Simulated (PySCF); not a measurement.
FH₆N₃Si, SMILES N[Si](F)(N)N. The structure is a stationary point at PBE0-D3(BJ)/def2-SVP. The values are those of a single conformer.

All values below come from PBE0-D3(BJ)/def2-SVP run with PySCF.

Harmonic wavenumbers (cm⁻¹): 137, 208, 258, 261, 322, 330, 344, 355, 402, 428, 456, 746, 764, 811, 815, 892, 952, 987, 1528, 1537, 1538, 3626, 3628, 3632, 3729, 3730, 3739. Rotational constants (GHz): 3.927, 3.831, 3.246; symmetry number 1.

**Question.** Work out the zero-point energy and the ideal-gas rigid-rotor harmonic-oscillator thermochemistry at 298.15 K and 1 atm.

**Answer.** ZPE = ½ Σ hcν = ½ × 36154 cm⁻¹ = 51.69 kcal/mol. H − E(el) = 57.19 kcal/mol. Entropy in cal/(mol K): translation 39.57, rotation 26.29, vibration 17.01, total 82.87. G − E(el) = 32.48 kcal/mol. Cp = 30.06 cal/(mol K). Modes under 150 cm⁻¹ make the vibrational entropy uncertain.
